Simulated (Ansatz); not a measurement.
`[F][Sn]([SH])([Cl])[Cl]` + HCl → `[F][Sn]([Cl])([Cl])[Cl]` + H₂S at 600 K and 1 bar (ligand exchange at the Sn–S bond).

Computed with Ansatz on PBE0-D4/def2-TZVP structures; ΔE is electronic, products minus reactants. CCSD(T)/CBS is the MP2 limit (def2-TZVPP, def2-QZVPP) plus CCSD(T) − MP2 in def2-TZVPP, frozen cores. This one scheme is used for every species. def2 core potentials past Kr. For Sn outer-core shells are correlated without core-valence functions, which leaves a few kJ/mol of doubt a bond. Each species was taken in one conformer, which may not be the lowest.

```tsv
species	CCSD(T)/CBS energy (Eh)	H − E (kJ/mol)	S (J/(mol·K))
`[F][Sn]([SH])([Cl])[Cl]`	-1631.90568	94.5	478.1
HCl	-460.38127	35.4	207.2
`[F][Sn]([Cl])([Cl])[Cl]`	-1693.31956	67.2	439.1
H₂S	-398.97279	60.8	230.9
```

H − E and S are ideal-gas, rigid-rotor, harmonic terms from PBE0-D4/def2-TZVP, for one conformer and one mirror image of each species. 1 Eh = 2625.50 kJ/mol, R = 8.31446 J/(mol·K).

Problem. By hand: ΔE, ΔH, ΔS and ΔG.

Solution. ΔE = (-1693.31956) + (-398.97279) − (-1631.90568) − (-460.38127) = -0.00540 Eh = -14.2 kJ/mol. Δ(H − E) = 67.2 + 60.8 − 94.5 − 35.4 = -1.9, so ΔH = -16.1 kJ/mol. ΔS = 439.1 + 230.9 − 478.1 − 207.2 = -15.3 J/(mol·K). ΔG = -16.1 − 600 × (-15.3)/1000 = -6.9 kJ/mol.

Problem. By hand: the equilibrium constant, and the temperature at which ΔG would vanish if ΔH and ΔS stayed fixed.

Solution. log₁₀ K = −ΔG/(RT ln 10) = 0.6. ΔG = 0 at ΔH/ΔS = 1052 K, though so small a ΔS makes that figure unsure.

TΔS isn't small against ΔH here. A doubt of 5 kJ/mol in ΔE shifts log₁₀ K by 0.4 here. Other conformers and mirror images would add mixing entropy, several J/(mol·K) or more a flexible species. Modes under 60 cm⁻¹, often nearly free rotors, make the harmonic entropy too high. These are equilibria of isolated gas molecules and say nothing of rates. Largest T1 diagnostic: 0.012 (customary marks: 0.02 for closed shells, 0.045 for open ones).
